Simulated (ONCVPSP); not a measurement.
**Bi ONCV: all-electron and pseudo phase curves**

```json
{
  "Element": "bismuth",
  "Generator": "ONCVPSP 4.0.1",
  "Type": "optimised norm-conserving Vanderbilt (ONCV)",
  "Functional": "PBE",
  "Relativity": "fully relativistic",
  "Frozen core": "[Kr] 4d10 4f14",
  "Valence charge": "23",
  "Reference configuration": "5s2 5p6 5d10 6s2 6p3",
  "Partial waves": "5s+6s: rc 1.45 bohr, ncon 4, nbas 8, qcut 9.4 1/bohr, 2 projectors; 5p+6p: rc 1.70 bohr, ncon 3, nbas 7, qcut 8.8 1/bohr, 3 projectors, debl 3.3 Ha; 5d: rc 1.25 bohr, ncon 5, nbas 9, qcut 8.2 1/bohr, 3 projectors, debl 1.2 Ha",
  "Local potential": "polynomial inside 0.80 bohr (lpopt 5, dvloc0 0 Ha)",
  "Core correction": "Teter function, fcfact 2, rcfact 1.25"
}
```

Open shells are filled in proportion to 2j + 1.

The phase is arctan(r·R′/R) of the radial function R(r), unwrapped; energies in Ha, scanned from -7 to 5 Ha. A pole is an energy at which the radial function vanishes at the test radius. The pseudo phase is shifted by a multiple of π to meet the all-electron one at the reference energy, and phase errors are pseudo minus all-electron; the curves can meet again beyond the range given. Levels narrower than the energy grid can be missing from the lists of poles. Where the grid stepped over a known ghost or core level, its pole and its step of π were put in at the level’s energy.

Problem. For each channel, where are the poles, and over which energies does the pseudopotential scatter like the atom?

Solution.

```
channel  radius (bohr)  reference energy (Ha)  poles, all-electron  poles, pseudo  unbroken range about the reference energy with phases within 0.05 rad  phase error 1 Ha above the reference energy (rad)
      s           1.47                  -0.53                -5.43   -5.47, -5.43                                                             above -5.5                                             +0.000
   p3/2           1.72                  -0.15                -3.01          -3.01                                                        the whole range                                             +0.000
   p1/2           1.72                  -0.22          -4.03, 4.67    -4.03, 4.67                                                        the whole range                                             +0.000
   d5/2           1.27                  -0.95                 2.46           2.46                                                        the whole range                                             +0.000
   d3/2           1.27                  -1.06                 2.10           2.10                                                        the whole range                                             +0.000
```

Note: ghosts flagged at negative energy: s at -148.9 eV, d5/2 at -1338.2 eV, d3/2 at -2934.7 eV; GHOST(+) flagged for p3/2 at 304.6 eV, p1/2 at 368.1 eV. A true bound ghost makes a file unfit for plane-wave use.

Phases in the p1/2 channel:

| E (Ha) | all-electron | pseudo |
| --- | --- | --- |
| -6.96 | 1.350 | 1.350 |
| -6.64 | 1.340 | 1.340 |
| -6.32 | 1.327 | 1.327 |
| -6.00 | 1.311 | 1.311 |
| -5.68 | 1.290 | 1.290 |
| -5.36 | 1.259 | 1.259 |
| -5.04 | 1.205 | 1.205 |
| -4.72 | 1.071 | 1.071 |
| -4.40 | -0.003 | -0.003 |
| -4.08 | -1.531 | -1.531 |
| -3.76 | -1.699 | -1.699 |
| -3.44 | -1.766 | -1.766 |
| -3.12 | -1.812 | -1.812 |
| -2.80 | -1.851 | -1.851 |
| -2.48 | -1.891 | -1.891 |
| -2.16 | -1.936 | -1.936 |
| -1.84 | -1.991 | -1.991 |
| -1.52 | -2.060 | -2.060 |
| -1.20 | -2.155 | -2.155 |
| -0.88 | -2.292 | -2.292 |
| -0.56 | -2.500 | -2.500 |
| -0.24 | -2.820 | -2.820 |
| 0.08 | -3.253 | -3.253 |
| 0.40 | -3.679 | -3.679 |
| 0.72 | -3.988 | -3.988 |
| 1.04 | -4.187 | -4.187 |
| 1.36 | -4.319 | -4.319 |
| 1.68 | -4.409 | -4.409 |
| 2.00 | -4.475 | -4.475 |
| 2.32 | -4.525 | -4.525 |
| 2.64 | -4.565 | -4.565 |
| 2.96 | -4.597 | -4.597 |
| 3.28 | -4.625 | -4.625 |
| 3.60 | -4.649 | -4.649 |
| 3.92 | -4.670 | -4.670 |
| 4.24 | -4.689 | -4.689 |
| 4.56 | -4.707 | -4.707 |
| 4.88 | -4.723 | -4.723 |
